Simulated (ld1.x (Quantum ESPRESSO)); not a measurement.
What one change does to a pseudopotential (In (Z = 49), RRKJ)

```json
{
  "Element": "indium",
  "Generator": "ld1.x (Quantum ESPRESSO) 7.5",
  "Type": "norm-conserving RRKJ (Kleinman–Bylander form)",
  "Functional": "LDA (PZ)",
  "Relativity": "scalar-relativistic",
  "Frozen core": "[Ar] 3d10",
  "Valence charge": "21",
  "Reference configuration": "4s2 4p6 4d10 5s0 5p0 (charge +3)",
  "Partial waves": "4p (bound): rc 1.55 bohr; 4d (bound): rc 1.60 bohr; 4s (bound): rc 1.05 bohr",
  "Local potential": "the s channel",
  "Core correction": "a·sin(br)/r model core inside 0.60 bohr"
}
```

Change: all radii but the core radius scaled by about 0.80 (s 0.84, p 1.24, d 1.28 bohr).

Cutoffs: the cutoffs (Ry, on a coarse ladder) from which the occupation-weighted sum of valence levels, in a spherical-Bessel basis at the reference potential, stays within 10 and 1 mRy of its value at 400 Ry; they do not see the model core or the augmentation charge, which bear on the density cutoff. Errors are all-electron minus pseudo energies relative to the spin-unpolarised reference configuration.

Problem. What does the change do?

Solution. The potential gets harder (140 Ry and 230 Ry → 180 Ry and 300 Ry); of the 9 tests that both files solve, the error grows in 0 and shrinks in 9 by more than 15 % and 0.3 meV (median size 935.5 → 324.7 meV); neither file shows a bound ghost. A smaller radius makes the pseudo-wave follow the all-electron one further in, where it bends more sharply, so more plane waves are needed. Less of the atom is replaced, so other configurations are described better.

```csv
quantity,base,changed
"cutoff, loose",140 Ry,180 Ry
"cutoff, tight",230 Ry,300 Ry
loose cutoff by channel (10 mRy a level),"p 40 Ry, d 55 Ry, s 140 Ry","p 80 Ry, d 70 Ry, s 160 Ry"
bound ghosts,none,none
"error for 4s2 4p6 4d10 5s2 5p1, meV [ΔE -54.00 eV]",+1024,+351
"error for 4s2 4p6 4d10 5s2 5p0, meV [ΔE -48.40 eV]",+936,+325
"error for 4s2 4p6 4d10 5s1 5p0, meV [ΔE -28.74 eV]",+567,+197
"error for 4s2 4p6 4d9 5s2 5p2, meV [ΔE -35.79 eV]",+1724,+579
"error for 4s2 4p6 4d10 5s1 5p1, meV [ΔE -41.71 eV]",+815,+275
"error for 4s2 4p6 4d9 5s0 5p0, meV [ΔE 56.61 eV]",+12,-0.2
"error for 4s2 4p5 4d10 5s2 5p1, meV [ΔE 31.55 eV]",+1626,+527
"error for 4s2 4p6 4d10 5s2 5p1 (spin-polarised), meV [ΔE -54.11 eV]",+1024,+351
"error for 4s2 4p6 4d10 5s1 5p0 (spin-polarised), meV [ΔE -28.96 eV]",+561,+195
```
